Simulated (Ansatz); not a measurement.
Stretching the In1–H2 bond in H5InSi (SMILES [SiH3][InH2]) (multiplicity 1 held, fragments rigid). Energies count from the point at 1.738 Å.
Geometry at that point (charge 0, multiplicity 1):
```
atom    x (Å)    y (Å)    z (Å)
----  -------  -------  -------
In    -0.3267  -0.5521   0.0667
H      0.1466  -1.7044   1.2782
H     -1.6992  -0.9445  -0.9221
Si     0.9842   1.6663  -0.2068
H      0.7572   2.5307   0.9811
H      0.5786   2.4336  -1.4105
H      2.4442   1.4074  -0.2978
```

R- and RO- levels are restricted; in cc, def2 and unpolarised 6-31G sets they are followed outwards from rest. U- levels take the lowest unrestricted solution at each point, which mixes spins at long bonds. Active spaces are followed from a long bond inwards. Levels need not reach the same state.

Correlated levels freeze the cores. Filled d and f shells under p-block atoms count as core.

Codes used: Ansatz (a program for electronic structure). Values without a source in brackets are computed. In def2 rows elements past Kr take small-core potentials, without spin–orbit coupling.

Energies in kcal/mol.

| R (Å) | R-HF/def2-TZVPP | U-PBE/def2-TZVPP | R-MP2/def2-TZVPP | R-CCSD/def2-TZVPP | FIC-MRCISD+Q on CASSCF(2,2)/def2-TZVPP |
|---|---|---|---|---|---|
| 1.390 | 28.8 | 26.3 | 29.0 | 29.7 | 29.8 |
| 1.564 | 5.7 | 5.2 | 5.9 | 6.3 | 6.3 |
| 1.738 | 0.0 | 0.0 | 0.0 | 0.0 | 0.0 |
| 1.912 | 3.3 | 2.9 | 3.0 | 2.5 | 2.6 |
| 2.085 | 11.2 | 9.6 | 10.6 | 9.5 | 9.5 |
| 2.346 | 26.4 | 22.2 | 25.2 | 22.9 | 22.7 |
| 2.607 | 42.4 | 35.1 | 40.4 | 36.6 | 35.9 |
| 3.041 | 66.8 | 53.4 | 62.9 | 55.4 | 53.5 |
| 3.475 | 86.9 | 63.5 | 80.3 | 67.8 | 64.2 |
| 3.997 | 105.8 | 67.8 | 94.7 | 75.7 | 70.1 |
| 4.692 | 123.9 | 69.0 | 104.5 | 79.7 | 72.3 |
| 5.561 | 138.8 | 69.1 | 104.9 | 81.0 | 72.7 |

Doubts at one or more of the structures used: a restricted determinant that unrestricted orbitals would lower (R-HF/def2-TZVPP, R-MP2/def2-TZVPP, R-CCSD/def2-TZVPP); a spin-contaminated determinant (U-PBE/def2-TZVPP); other coupled-cluster roots lie near (R-CCSD/def2-TZVPP); T1 above 0.05 (R-CCSD/def2-TZVPP).
